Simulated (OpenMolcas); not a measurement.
**Predicting a hybrid from its neighbours: CH6GeO**

CH6GeO: 9 atoms, total charge 0, spin state singlet. As SMILES, `C[O][GeH3]`. The coordinates come from a PBE0-D4/def2-TZVP relaxation.

The HOMO–LUMO gap y, in eV, basis cc-pVDZ; a is the functional's share of exact exchange. Programs: OpenMolcas 26.06.

| functional | program | a | y (eV) |
| --- | --- | --- | --- |
| BLYP | OpenMolcas | 0 | 5.67 |
| r2SCAN | OpenMolcas | 0 | 6.39 |
| B3LYP | OpenMolcas | 0.2 | ? |
| PBE0 | OpenMolcas | 0.25 | 8.16 |
| BHLYP | OpenMolcas | 0.5 | 10.57 |

Problem. Fit y = c + s·a to the known rows and predict B3LYP.

Solution. 
1. Means of the 4 rows: a = 0.1875, y = 7.697.
2. Σ(Δa)² = 0.17188, Σ(Δa·Δy) = 1.5519, so the slope is 1.5519/0.17188 = 9.029.
3. Intercept: 7.697 − (9.029) × 0.1875 = 6.004. The largest residual of the fit is 0.39.
4. B3LYP: 6.004 + (9.029) × 0.2 = 7.81 eV.

The run gave 7.65 eV, so the prediction is off by +0.16 eV, within the largest residual. Exact exchange lowers occupied levels and raises empty ones. The rows mix families of semi-local functionals, which the line can't see.
